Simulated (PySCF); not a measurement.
**How a change of structure moves an absorption spectrum**

Computed, not measured: TDDFT PBE0/def2-SVPD, vertical, gas phase, core orbitals frozen in the response (PySCF 2.14.0, density-fitted response routines). Geometries: PBE0-D3(BJ)/def2-SVP; one conformer of each isolated species. Triplets are in the Tamm–Dancoff approximation. 'Strongest' means the level of largest summed f among the lowest 10 singlets; it needn't be the same kind of state in each. Relativistic effects are left out although some hold elements past zinc.

Parent: `F[B](F)[GeH3]`, with lowest singlet excitation energy 6.61 eV, lowest triplet energy 5.27 eV, oscillator strength of the strongest level 0.19, S1–T1 gap 1.33 eV. Its spectrum: 6.61 eV (f 0.036); 7.40 eV (f 0.009); 7.69 eV (f 0.040); 7.97 eV (f 0.145); 8.57 eV (f 0.000).

Shifts from the parent:

```csv
change,SMILES,Δ S1 (eV),Δ T1 (eV),Δ f (strongest),Δ S1−T1 (eV)
H on Ge replaced by CH2OCH3,CO[CH2][GeH2][B](F)F,-0.62,-0.03,-0.08,-0.59
H on Ge replaced by tBu,C[C](C)(C)[GeH2][B](F)F,-0.83,-0.47,-0.03,-0.37
```

(1) Predict the same shifts for this change: H on Ge replaced by BH2 (`[BH2][GeH2][B](F)F`).

## Answers

(1) Δ lowest singlet excitation energy -2.45 eV, Δ lowest triplet energy -2.01 eV, Δ oscillator strength of the strongest level +0.10, Δ S1–T1 gap -0.43 eV. Spectrum: 298 nm (f 0.015); 238 nm (f 0.003); 228 nm (f 0.059); 200 nm (f 0.004); 190 nm (f 0.073). S1 falls most with H on Ge replaced by BH2 (-2.45 eV); all changes lower it. S1 is simply the lowest singlet of each species and needn't be the same kind of state throughout.

Lowest levels of each derivative:
- `CO[CH2][GeH2][B](F)F`: 5.98 eV (f 0.004); 6.47 eV (f 0.080); 6.81 eV (f 0.010)
- `[BH2][GeH2][B](F)F`: 4.16 eV (f 0.015); 5.21 eV (f 0.003); 5.45 eV (f 0.059)
- `C[C](C)(C)[GeH2][B](F)F`: 5.77 eV (f 0.105); 6.46 eV (f 0.013); 7.08 eV (f 0.156)
